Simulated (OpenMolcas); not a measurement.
**OpenMolcas run: P I**

Input:

```
&GATEWAY
Coord
1

P 0.0 0.0 0.0
Basis=ANO-L-VTZP
Group=XYZ
NoMove
AngMom=0.0 0.0 0.0
AMFI
&SEWARD
* reference wave functions (RASSCF and RASSI steps not shown): 3 electrons in 3 orbitals (3p)
>>> COPY JOB001 $Project.JobIph
&CASPT2
Multistate=1 1
Frozen=1 0
IPEA=0.25
Imaginary=0.1
MaxIter=60
WThr=0.0 0.3 0.05
PrWF=0.5
NoMix
>>> COPY JOB002 $Project.JobIph
&CASPT2
Multistate=8 1 2 3 4 5 6 7 8
Frozen=1 0
IPEA=0.25
Imaginary=0.1
MaxIter=60
WThr=0.0 0.3 0.05
PrWF=0.5
NoMix
```

Output, cut to the results:

```
--- CASPT2 ---
Orbital specifications:
      -----------------------

      Symmetry species                           1   2
                                                ag  au
      Frozen orbitals                            1   0
      Inactive orbitals                          2   3
      Active orbitals                            0   3
      Secondary orbitals                        12  13
      Deleted orbitals                           0   0
      Number of basis functions                 15  19
Type of calculation                        SS-CASPT2
      Fock operator                              state-specific
      IPEA shift                                 0.25
      Real shift                                 0.00
      Imaginary shift                            0.10
      The input orbitals will be transformed to quasi-canonical
Reference energy:        -340.7177947139
      E2 (Non-variational):      -0.0931197765
      Shift correction:          -0.0002659305
      E2 (Variational):          -0.0933857070
      Total energy:            -340.8111804209
      Residual norm:              0.0000001581
      Reference weight:           0.95691
      Contributions to the CASPT2 correlation energy
      Active & Virtual Only:         -0.0193814902
      One Inactive Excited:          -0.0540991242
      Two Inactive Excited:          -0.0196391620
::    CASPT2 Root  1     Total energy:   -340.81118042
--- CASPT2 ---
Orbital specifications:
      -----------------------

      Symmetry species                           1   2
                                                ag  au
      Frozen orbitals                            1   0
      Inactive orbitals                          2   3
      Active orbitals                            0   3
      Secondary orbitals                        12  13
      Deleted orbitals                           0   0
      Number of basis functions                 15  19
Type of calculation                        MS-CASPT2
      Fock operator                              state-specific
      IPEA shift                                 0.25
      Real shift                                 0.00
      Imaginary shift                            0.10
      The input orbitals will be transformed to quasi-canonical
Reference energy:        -340.6476443612
      E2 (Non-variational):      -0.1074575420
      Shift correction:          -0.0003824732
      E2 (Variational):          -0.1078400152
      Total energy:            -340.7554843764
      Residual norm:              0.0000000521
      Reference weight:           0.94577
      Contributions to the CASPT2 correlation energy
      Active & Virtual Only:         -0.0288690623
      One Inactive Excited:          -0.0583384060
      Two Inactive Excited:          -0.0202500737
Reference energy:        -340.6476443612
      E2 (Non-variational):      -0.1079693204
      Shift correction:          -0.0003919077
      E2 (Variational):          -0.1083612281
      Total energy:            -340.7560055893
      Residual norm:              0.0000000537
      Reference weight:           0.94508
      Contributions to the CASPT2 correlation energy
      Active & Virtual Only:         -0.0290052626
      One Inactive Excited:          -0.0587138766
      Two Inactive Excited:          -0.0202501812
::    CASPT2 Root  1     Total energy:   -340.75548438
::    CASPT2 Root  2     Total energy:   -340.75600559
::    CASPT2 Root  3     Total energy:   -340.75639381
::    CASPT2 Root  4     Total energy:   -340.75588319
::    CASPT2 Root  5     Total energy:   -340.75540991
::    CASPT2 Root  6     Total energy:   -340.71790398
::    CASPT2 Root  7     Total energy:   -340.71778619
::    CASPT2 Root  8     Total energy:   -340.71773748
::    MS-CASPT2 Root  1     Total energy:   -340.75784165
::    MS-CASPT2 Root  2     Total energy:   -340.75661032
::    MS-CASPT2 Root  3     Total energy:   -340.75545355
::    MS-CASPT2 Root  4     Total energy:   -340.75536749
::    MS-CASPT2 Root  5     Total energy:   -340.75391602
::    MS-CASPT2 Root  6     Total energy:   -340.71865997
::    MS-CASPT2 Root  7     Total energy:   -340.71774404
::    MS-CASPT2 Root  8     Total energy:   -340.71701147
```

Levels above the lowest, from the spin-orbit matrix with the single-state CASPT2 energies, averaged by term, on its diagonal:

```csv
Configuration,Term,J,E (cm⁻¹),Measured (cm⁻¹),g,Term weight %
3s² 3p³,⁴S°,3/2,0.0,0.0,2.002,100
3s² 3p³,²D°,3/2,12140,11361,0.800,100
3s² 3p³,²D°,5/2,12150,11377,1.200,100
3s² 3p³,²P°,1/2,20500,18723,0.666,100
3s² 3p³,²P°,3/2,20500,18748,1.334,100
```

Against the 4 measured excited levels shown (NIST Handbook of Basic Atomic Spectroscopic Data) the mean absolute deviation is 1300 cm-1; the largest miss in energy is 3s² 3p³ ²P°_1/2: computed 20500, measured 18723 cm⁻¹ (+9.5 %).

CASPT2 breaks the degeneracy within a term, and the mean is taken; among the terms shown or strongly mixed into the levels shown the widest spread is 220 cm-1 (3s² 3p³ ²D°). With the s shell closed, the reference lacks s² → p² mixing. Measured partners are found by configuration, term and J. A level has none where our copy of the source lacks it or the pairing is in doubt (some pairs that miss far off the trend of their configuration count as doubtful), and it then counts in no deviation. Levels of configurations outside the active space are missing.

The term weight is that of the spin-free term in the level, not the purity of its configuration. ° marks odd parity.
